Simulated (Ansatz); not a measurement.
`NC[SiH2]S[SiH3]` + `FB[SiH2]S` → `NC[SiH2]BF` + `[SiH3]S[SiH2]S`  (redistribution)

Gas-phase electronic energies from Ansatz, PBE0-D4/def2-TZVP geometries. CCSD(T)/CBS is the MP2 limit (def2-TZVPP, def2-QZVPP) plus CCSD(T) − MP2 in def2-TZVPP, frozen cores. Each species was taken in one conformer, which may not be the lowest.

`NC[SiH2]S[SiH3]`:

Cartesian coordinates in Å:
```
N 0.875 1.372 1.782
C 1.341 0.415 0.781
Si 0.511 0.596 -0.903
S -1.622 0.510 -0.667
Si -1.808 -1.616 -0.713
H 1.090 2.321 1.497
H -0.133 1.318 1.875
H 2.425 0.518 0.663
H 1.184 -0.600 1.160
H 0.939 -0.450 -1.876
H 0.792 1.947 -1.458
H -3.172 -1.939 -0.228
H -0.799 -2.252 0.175
H -1.623 -2.138 -2.090
```

`FB[SiH2]S`:

Z-matrix (Å, degrees):
```
Si
B 1 2.029
S 1 2.154 2 104.1
H 1 1.485 2 112.4 3 -111.9
H 1 1.488 2 114.9 3 122.0
F 2 1.323 1 119.8 3 -90.5
H 2 1.202 1 123.4 3 84.1
H 3 1.344 1 94.7 2 61.0
```

`NC[SiH2]BF`:

Cartesian coordinates in Å:
```
N -1.986 0.874 0.064
C -0.988 -0.169 0.264
Si 0.746 0.467 -0.121
B 2.183 -0.968 0.014
F 1.861 -2.217 0.317
H -1.981 1.202 -0.893
H -2.919 0.530 0.256
H -0.992 -0.465 1.318
H -1.161 -1.094 -0.311
H 0.773 1.001 -1.518
H 1.110 1.599 0.778
H 3.355 -0.760 -0.168
```

`[SiH3]S[SiH2]S`:

Cartesian coordinates in Å:
```
Si -1.118 -1.318 -0.026
S -0.173 -0.432 1.675
Si 1.105 0.912 0.618
S 0.115 2.194 -0.775
H -1.578 -2.664 0.390
H -2.273 -0.511 -0.487
H -0.138 -1.438 -1.139
H 1.698 1.786 1.655
H 2.142 0.149 -0.117
H 0.221 1.323 -1.793
```

| species | CCSD(T)/CBS(def2) energy (Eh) |
| --- | --- |
| `NC[SiH2]S[SiH3]` | -1074.14472 |
| `FB[SiH2]S` | -813.90074 |
| `NC[SiH2]BF` | -510.65391 |
| `[SiH3]S[SiH2]S` | -1377.39077 |

(1) Work out ΔE.

Largest T1 diagnostic among the species: 0.014.

Results:

(1) ΔE = (-510.65391) + (-1377.39077) − (-1074.14472) − (-813.90074) = 0.00078 Eh = +0.02 eV.
